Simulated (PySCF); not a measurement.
How the method moves the HOMO and LUMO of CH2=CFCOOEt

Compound: CH2=CFCOOEt, C5H7FO2.
Cartesian coordinates in Å at the PBE0-D3(BJ)/def2-SVP level; atoms count from 1:
```xyz
15
C5H7FO2 angstrom
C      3.2671    0.1978    0.1951
C      2.0145    0.4626   -0.1673
F      1.7172    1.3722   -1.0869
C      0.8443   -0.2433    0.4365
O      0.9474   -1.0973    1.2792
O     -0.3053    0.1903   -0.0657
C     -1.4859   -0.4247    0.4515
C     -2.6712    0.1780   -0.2543
H      3.4383   -0.5621    0.9571
H      4.1065    0.7259   -0.2588
H     -1.4161   -1.5133    0.2957
H     -1.5215   -0.2619    1.5408
H     -2.7177    1.2638   -0.0862
H     -2.6145   -0.0002   -1.3380
H     -3.6012   -0.2714    0.1228
```

Basis pcSseg-1 throughout (PySCF), one geometry. Isolated species at its PBE0-D3(BJ)/def2-SVP geometry (one conformer only).

Question: How do the orbital energies, the gap and the dipole change with the method?

Answer: 
| method | kind | HOMO (eV) | LUMO (eV) | gap (eV) | μ (D) | SCF cycles |
| --- | --- | --- | --- | --- | --- | --- |
| BLYP | GGA | -6.51 | -2.16 | 4.35 | 1.03 | 16 |
| OPBE | GGA | -6.56 | -2.19 | 4.37 | 1.04 | 17 |
| PBE | GGA | -6.63 | -2.30 | 4.33 | 1.06 | 17 |
| B97-D | GGA | -6.66 | -2.23 | 4.43 | 1.00 | 17 |
| B3LYP | global hybrid | -7.73 | -1.61 | 6.12 | 0.89 | 14 |
| PBE0 | global hybrid | -7.98 | -1.40 | 6.58 | 0.90 | 14 |
| mPW1PW91 | global hybrid | -8.01 | -1.43 | 6.58 | 0.88 | 14 |
| CAM-B3LYP | range-separated hybrid | -9.32 | -0.24 | 9.09 | 0.86 | 14 |

The HOMO spans 2.81 eV, from BLYP down to CAM-B3LYP, and the gap runs from 4.33 eV (PBE) to 9.09 eV (CAM-B3LYP). Over the methods BLYP (0 %), OPBE (0 %), PBE (0 %), B97-D (0 %), B3LYP (20 %), PBE0 (25 %), mPW1PW91 (25 %), a straight line through the gap against the share of exact exchange rises by 0.88 eV for each 10 % (correlation coefficient 1.000). The dipole ranges from 0.86 D (CAM-B3LYP) to 1.06 D (PBE). This basis has no diffuse functions.

The vertical ΔSCF ionisation energy at CAM-B3LYP/def2-SVPD is 10.40 eV; −ε(HOMO) comes closest to it with CAM-B3LYP (9.32 eV).
